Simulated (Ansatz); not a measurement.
Consider the formal exchange of groups at the Si–C bond: `OC[SiH2]P` + `CC(O)CF` → `F[SiH2]P` + `CC(O)CCO`.

Calculated with Ansatz (gas phase, PBE0-D4/def2-TZVP geometries, no zero-point term in ΔE). CCSD(T)/CBS is the MP2 limit (def2-TZVPP, def2-QZVPP) plus CCSD(T) − MP2 in def2-TZVPP, frozen cores. DFT in def2-TZVPP. B3LYP here is the variant with VWN-RPA as its local correlation; programs differ in this. Each species was taken in one conformer, which may not be the lowest.

(1) Is it downhill or uphill in electronic energy at CCSD(T)/CBS, and by how much? (Best estimate.)

(2) What do these levels give: PBE-D4, ωB97X-V, ωB97M-V, PBE, PBE0, B3LYP, MP2/def2-TZVPP, SCS-MP2/def2-TZVPP, CCSD/def2-TZVPP, CCSD(T)/def2-TZVPP, MP2/def2-QZVPP, HF/CBS(def2)? (Estimate.)

Largest T1 diagnostic among the species: 0.013.

Results:

(1) Ansatz gave: Downhill: ΔE = -202.9 kJ/mol.

(2) Computed: PBE-D4 -180.4, ωB97X-V -193.0, ωB97M-V -194.9, PBE -180.1, PBE0 -187.8, B3LYP -190.9, MP2/def2-TZVPP -210.2, SCS-MP2/def2-TZVPP -206.2, CCSD/def2-TZVPP -201.6, CCSD(T)/def2-TZVPP -200.4, MP2/def2-QZVPP -212.2, HF/CBS(def2) -203.1 kJ/mol.

From PBE to PBE0 (25 % exact exchange), in def2-TZVPP and without D4, ΔE moves by −7.7 kJ/mol.
